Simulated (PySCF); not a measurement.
A mixed set of molecules. Computed, not measured: TDDFT CAM-B3LYP/def2-SVPD, vertical, gas phase, core orbitals frozen in the response (PySCF 2.14.0, density-fitted response routines). Geometries: PBE0-D3(BJ)/def2-SVP; one conformer of each isolated species. Triplets are in the Tamm–Dancoff approximation. 'Strongest' means the level of largest summed f among the lowest 10 singlets; it needn't be the same kind of state in each. Relativistic effects are left out although some hold elements past zinc.

Problem. Rank by computed energy of the strongest computed level, lowest first.
A. `C[Si@@H](F)N=C=O`
B. `CC(C)c1ccccc1`
C. `C=CC[N+](C)(C)[GaH3-]`
D. `CB(C)C=C1CCC1`

Solution. D (5.62 eV), B (7.02 eV), C (7.41 eV), A (9.42 eV).

```
               SMILES  strongest (eV)  α (au)  gap (eV)  first f ≥ 0.01 (nm)  S1 (eV)  T1 (eV)    S1 mainly
        CB(C)C=C1CCC1            5.62    99.7      8.45                  221     5.58     3.53  H-1→L (94%)
        CC(C)c1ccccc1            7.02   104.4      9.05                  203     5.42     4.07    H→L (48%)
C=CC[N+](C)(C)[GaH3-]            7.41   103.8      9.34                  178     6.76     4.33    H→L (44%)
     C[Si@@H](F)N=C=O            9.42    58.1     11.04                  143     7.10     6.63  H→L+1 (74%)
```

H and L stand for HOMO and LUMO.

- `CB(C)C=C1CCC1`: Löwdin shares by element: HOMO carbon 70% or more, boron 7% (atoms not listed hold the other 23%); LUMO carbon 45% or more, boron 24% (atoms not listed hold the other 31%).
- `CC(C)c1ccccc1`: Löwdin shares by element: HOMO carbon 67% or more (atoms not listed hold the other 33%); LUMO carbon 67% or more (atoms not listed hold the other 33%).
- `C=CC[N+](C)(C)[GaH3-]`: Löwdin shares by element: HOMO (one of a set within 0.03 eV) hydrogen 52% or more, gallium 39%; LUMO carbon 61% or more, hydrogen 12% or more (atoms not listed hold the other 26%).
- `C[Si@@H](F)N=C=O`: Löwdin shares by element: HOMO nitrogen 32%, oxygen 22%, carbon 11% or more, silicon 11% (atoms not listed hold the other 24%); LUMO carbon 40%, silicon 28%, oxygen 8% (atoms not listed hold the other 24%).
